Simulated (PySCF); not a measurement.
SnFI3, SMILES [I][Sn]([F])([I])[I].

The structure is a stationary point at B3LYP-D3(BJ)/def2-SVP. The structure was generated by enumeration; whether it is a known compound was not checked. The def2 effective core potentials stand for the cores of I, Sn; spin–orbit coupling is left out.

Two levels are set side by side: PBE/def2-TZVP (PySCF) and HF/def2-TZVP (PySCF). Same geometry, gas phase. Differences are taken from unrounded values.

```
quantity                         HF
---------------------------  ------
orbital gap (eV)               9.99
highest occupied level (eV)  -10.66
lowest empty level (eV)       -0.68
dipole moment (D)              2.15
mean polarisability (bohr³)   133.2
```

Q: What does PBE give, and how far is it from HF? (The exact figures need the calculation; the answer reports its results.)

A: 
| quantity | PBE | PBE minus HF |
|---|---|---|
| orbital gap (eV) | 2.42 | -7.57 |
| highest occupied level (eV) | -6.97 | 3.69 |
| lowest empty level (eV) | -4.55 | -3.87 |
| dipole moment (D) | 1.88 | -0.27 |
| mean polarisability (bohr³) | 147.8 | 14.6 |

Without exact exchange PBE keeps part of each electron's self-repulsion, which lifts occupied levels and narrows the gap. Loosely held outer electrons make PBE densities more polarisable. Differences between two approximate levels are no errors against the true value.

Rough cost on one machine, each run with all the roots and properties that it gave: HF against PBE within a factor of 2.
